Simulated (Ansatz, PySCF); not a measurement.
This Ansatz (a first-principles code) input computes a BLYP/def2-TZVPD energy:

Ansatz 0.2 input:
```yaml
crystal:
  periodic: [false, false, false]
  atoms:
    - {symbol: P, position_ang: [-0.00000000, -0.00000000, -0.08928302]}
    - {symbol: H, position_ang: [0.00000000, 0.00000000, 1.33924536]}
basis:
  gaussian:
    orbitals: def2-TZVPD
hamiltonian:
  xc: {name: BLYP}
magnetization: {spin_polarized: true, initial_magnetization: 2}
output: {forces: true}
```

### Question
Write an input for the same energy in PySCF and say what it gives.

### Answer

```python
from pyscf import gto, scf, dft

mol = gto.M(
    atom='''
    P    -0.00000000   -0.00000000   -0.08928302
    H     0.00000000    0.00000000    1.33924536
    ''',
    basis='def2-tzvpd',
    charge=0,
    spin=2,
    symmetry='C2v',
    verbose=4,
)

mf = dft.UKS(mol, xc='blyp').density_fit(auxbasis='def2-universal-jkfit')
mf.grids.level = 3
mf.conv_tol = 1e-9
mf.max_cycle = 100
mf.max_memory = 1500
mf.kernel()
if not mf.converged:
    mf = mf.newton()
    mf.kernel(mf.make_rdm1())
mf.analyze()
```
It gives -341.88417 Eh, and Ansatz -341.88414 Eh, a difference of 0.03 mEh, from the treatment of integrals and grids.
